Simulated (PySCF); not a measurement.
## Field gradients at the hydrogen positions

Species: C6H9F3Si.
Z-matrix (Å and degrees, GFN2-xTB geometry), rows numbered from 1:
```
C 
C   1  1.3207
C   2  1.4929  1  124.27
Si  3  1.9091  2  111.35  1  -104.89
C   4  1.9286  3  108.18  2    59.85
C   5  1.4767  4  111.66  3    68.69
F   6  1.3501  5  115.93  4   -77.68
C   6  1.3273  5  126.27  4    99.72
F   8  1.3347  6  122.70  5     2.39
F   8  1.3300  6  126.55  5  -178.00
H   1  1.0775  2  121.54  3    -1.01
H   1  1.0768  2  122.09  3   179.33
H   2  1.0824  1  120.31  3  -178.74
H   3  1.0908  2  109.47  1   134.43
H   3  1.0910  2  109.50  1    16.71
H   4  1.4657  3  111.27  2   -56.58
H   4  1.4651  3  110.89  2   178.63
H   5  1.0897  4  108.92  3   -51.09
H   5  1.0867  4  109.97  3  -170.07
```

Level: PBE0/pcSseg-1 (PySCF, non-relativistic); Q(2H) = 0.00286 b; rigid geometry, the same for H and D, with no vibrational averaging.

Question: Rank these positions by the coupling χzz of a deuteron there, largest first.
A. H11 (vinylic hydrogen)
B. H13 (vinylic hydrogen)
C. H16 (Si–H hydrogen)
D. H15 (methylene hydrogen)
E. H19 (methylene hydrogen)

Answer: A (224 kHz), B (218 kHz), E (212 kHz), D (208 kHz), C (108 kHz).

Tabulate Vzz, the asymmetry η and χzz = 234.96 MHz × Q × Vzz for every hydrogen position.

```
atom  bonded to  bond length (Å)  Vzz (au)     η  χzz (kHz)
 H11         C1            1.078    0.3340  0.06        224
 H12         C1            1.077    0.3390  0.05        228
 H13         C2            1.082    0.3242  0.06        218
 H14         C3            1.091    0.3131  0.03        210
 H15         C3            1.091    0.3089  0.04        208
 H16        Si4            1.466    0.1608  0.01        108
 H17        Si4            1.465    0.1608  0.01        108
 H18         C5            1.090    0.3090  0.05        208
 H19         C5            1.087    0.3157  0.06        212
```

Average by the element that carries the hydrogen.

on C: 215 kHz over 7 positions, mean bond length 1.085 Å; on Si: 108 kHz over 2 positions, mean bond length 1.465 Å.

How does χzz go with the bond length over the 7 C–H bonds?

A straight-line fit has a slope of -13.1 kHz for each 0.01 Å, with a correlation coefficient of -0.98, over lengths from 1.077 to 1.091 Å. The longer bonds have the smaller couplings here.

Geometry: GFN2-xTB, one conformer, isolated molecule. GFN2-xTB bond lengths can be off by several hundredths of an ångström, more for odd bonds, and the gradients follow them. With a basis this small, the couplings can be 20 % off.

These values come from a run that also computed NMR shieldings. Hardware: one thread, Arm Neoverse N1 (aarch64), no GPU, shared host. Cost: 83 s, 1.1 GiB resident at most.
